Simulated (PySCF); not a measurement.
CH5FSSi.
Atom-mapped SMILES: `[CH3:1][S:2][SiH2:3][F:4]`

Geometry (PBE0-D3(BJ)/def2-SVP, Å), atoms numbered from 1 in this order:
```xyz
9
CH5FSSi angstrom
C      1.4821   -0.1657    0.2910
S      0.2786   -1.0687   -0.7430
Si    -1.4600    0.0566   -0.3134
F     -1.3187    1.5805   -0.8669
H      2.4613   -0.6271    0.1087
H      1.5298    0.8932    0.0042
H      1.2374   -0.2575    1.3584
H     -1.6739    0.1821    1.1543
H     -2.5836   -0.6166   -1.0134
```

The calculation used delta-SCF UKS SCAN, pcX-2 on the ionised atom, pcseg-1 elsewhere, spin-free X2C in PySCF. Every row has its own mixed basis.

| ionised atom | basis functions | E(ground) (Eh) | E(ionised) (Eh) |
| --- | --- | --- | --- |
| C1 | 120 | -830.32025 | -819.59970 |
| F4 | 120 | -830.36880 | -804.92729 |
| Si3 | 131 | -830.38156 | -762.46148 |
| S2 | 131 | -830.45434 | -739.42268 |

Problem. What are the 1s binding energies?

Solution. E(ionised) − E(ground), at 27.2114 eV a hartree:

```
atom                environment  difference (Eh)  binding energy (eV)
  C1            S-methyl carbon         10.72055               291.72
  F4     silicon-bound fluorine         25.44151               692.30
 Si3     fluorine-bound silicon         67.92008              1848.20
  S2  sulfur bonded to C and Si         91.03166              2477.10
```

Problem. How much do the ground-state energies differ, and what would follow from using one of them for all holes?

Solution. They run from -830.4543 Eh (core basis on S2) to -830.3202 Eh (on C1), 0.1341 Eh or 3.65 eV apart, though the state is the same; only basis and grid differ. Pairing the ion of C1 with the ground state of S2 would put its binding energy 3.65 eV too high.

Only 1s holes are shown. One conformer (not necessarily the lowest) at the PBE0-D3(BJ)/def2-SVP geometry, without solvent, vibrations or thermal averaging.
